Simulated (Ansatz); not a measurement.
Geometry optimisation, RKS PBE-D4/def2-SVP (Ansatz 0.2.0).

input.yaml

```yaml
crystal:
  periodic: [false, false, false]
  atoms:
    - { symbol: O, position_ang: [-1.7726, -0.4606, 1.6542] }
    - { symbol: C, position_ang: [-1.029, -0.188, 0.5131] }
    - { symbol: "N", position_ang: [0.3495, -0.2321, 0.8867] }
    - { symbol: Ge, position_ang: [1.5174, 0.0805, -0.6152] }
    - { symbol: O, position_ang: [1.2294, 1.7479, -1.19] }
    - { symbol: H, position_ang: [-2.7622, -0.3596, 1.3278] }
    - { symbol: H, position_ang: [-1.2378, 0.8225, 0.1036] }
    - { symbol: H, position_ang: [-1.2017, -0.9446, -0.2634] }
    - { symbol: H, position_ang: [0.5974, -1.1892, 1.2641] }
    - { symbol: H, position_ang: [2.9339, -0.1588, -0.2218] }
    - { symbol: H, position_ang: [1.0291, -0.9125, -1.7197] }
    - { symbol: H, position_ang: [0.4235, 1.7394, -1.7054] }
basis:
  gaussian: { orbitals: def2-SVP }
hamiltonian:
  xc: pbe
  dispersion: d4
relax:
  f_tol: 0.02
  max_steps: 50
output:
  orbitals: {}
```

Launched with:

```bash
$ ansatz run input.yaml --threads 2 --pin off --max-ram 3072MiB --backend cpu --events-out ev --progress --plain --runs-dir out
```

Problem. Where does it end, and by what steps?

Solution. The run converged. After 28 steps the energy has fallen by 0.825 eV; H7 moved furthest, 1.94 Å.

| step | energy less start (eV) | largest force component (eV/Å) | accepted |
| --- | --- | --- | --- |
| 0 | 0.0000 | 3.323 | yes |
| 1 | -0.3068 | 1.255 | yes |
| 2 | -0.3652 | 0.336 | yes |
| 3 | -0.3879 | 0.263 | yes |
| 4 | -0.3937 | 0.249 | yes |
| 5 | -0.4278 | 0.173 | yes |
| 6 | -0.4305 | 0.150 | yes |
| 7 | -0.4462 | 0.129 | yes |
| 8 | -0.4026 | 1.225 | no |
| 9 | -0.4580 | 0.071 | yes |
| 10 | -0.4683 | 0.191 | yes |
| 11 | -0.4783 | 0.435 | yes |
| 12 | -0.4943 | 0.398 | yes |
| 13 | -0.5126 | 0.462 | yes |
| 14 | -0.5577 | 0.161 | yes |
| 15 | -0.5728 | 1.025 | yes |
| 16 | -0.5961 | 0.992 | yes |
| 17 | -0.6608 | 0.246 | yes |
| 18 | -0.6966 | 0.207 | yes |
| 19 | -0.7072 | 1.160 | yes |
| 20 | -0.7396 | 0.840 | yes |
| 21 | -0.7591 | 0.535 | yes |
| 22 | -0.7834 | 0.433 | yes |
| 23 | -0.8036 | 0.408 | yes |
| 24 | -0.8119 | 0.505 | yes |
| 25 | -0.8207 | 0.308 | yes |
| 26 | -0.8238 | 0.067 | yes |
| 27 | -0.8246 | 0.041 | yes |
| 28 | -0.8249 | 0.013 | yes |

```xyz
12
Properties=species:S:1:pos:R:3
O -1.287 0.708 0.698
C -1.009 -0.693 0.456
N 0.395 -0.935 0.435
Ge 1.355 0.072 -0.816
O 1.146 1.827 -0.474
H -2.245 0.857 0.580
H -1.444 -0.996 -0.528
H -1.492 -1.316 1.247
H 0.802 -0.887 1.377
H 2.859 -0.254 -0.672
H 0.749 -0.317 -2.194
H 0.248 1.878 -0.075
```

Whether the end is a true minimum wasn't checked by a vibrational analysis.

Run time: 3.3 min on 2 threads of AMD EPYC (Zen 3) (shared host), peak memory 0.18 GiB.
